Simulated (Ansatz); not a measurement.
Relaxation of CH9NOSSi2 (15 atoms, charge 0, multiplicity 1), to a largest force component of 0.015 eV/Å in at most 40 steps.

These are results of RKS PBE0-D4/def2-SVP (Ansatz), not measurements.

```xyz
15
Properties=species:S:1:pos:R:3
N -0.746 -1.942 -1.203
Si 0.269 -0.880 -0.375
O 0.966 -1.971 0.609
C -0.517 0.529 0.461
Si 0.717 1.623 1.123
S -1.635 1.445 -0.732
H -1.505 -2.202 -0.581
H -1.231 -1.336 -1.941
H 1.248 -0.403 -1.344
H 1.130 -2.842 0.237
H -1.255 0.153 1.282
H 1.590 2.200 0.077
H 0.051 2.812 1.829
H 1.558 0.962 2.153
H -0.661 1.802 -1.567
```

Question: Where does it end, and by what steps?

Answer: The forces met the threshold. After 13 steps the energy has fallen by 0.852 eV; H8 moved furthest, 0.56 Å.

```csv
step,energy less start (eV),largest force component (eV/Å),accepted
0,0.0000,3.147,yes
1,-0.6752,1.371,yes
2,-0.8004,0.332,yes
3,-0.8213,0.267,yes
4,-0.8355,0.269,yes
5,-0.8076,0.860,no
6,-0.8439,0.117,yes
7,-0.8486,0.025,yes
8,-0.8497,0.053,yes
9,-0.8507,0.071,yes
10,-0.8510,0.060,yes
11,-0.8514,0.036,yes
12,-0.8515,0.040,yes
13,-0.8516,0.012,yes
```

```xyz
15
Properties=species:S:1:pos:R:3
N -0.995 -2.033 -1.151
Si 0.163 -0.917 -0.536
O 1.129 -1.668 0.595
C -0.507 0.581 0.386
Si 0.748 1.640 1.321
S -1.471 1.602 -0.798
H -1.682 -2.449 -0.532
H -1.397 -1.859 -2.065
H 0.919 -0.426 -1.728
H 1.488 -2.522 0.333
H -1.253 0.223 1.118
H 1.766 2.139 0.344
H 0.061 2.817 1.934
H 1.440 0.858 2.389
H -0.430 1.962 -1.582
```

Whether the end is a true minimum wasn't checked by a vibrational analysis.

The run took 47 s on 2 threads of Intel(R) Xeon(R) 6975P-C (Granite Rapids), with other jobs on the host, peak memory 0.43 GiB.
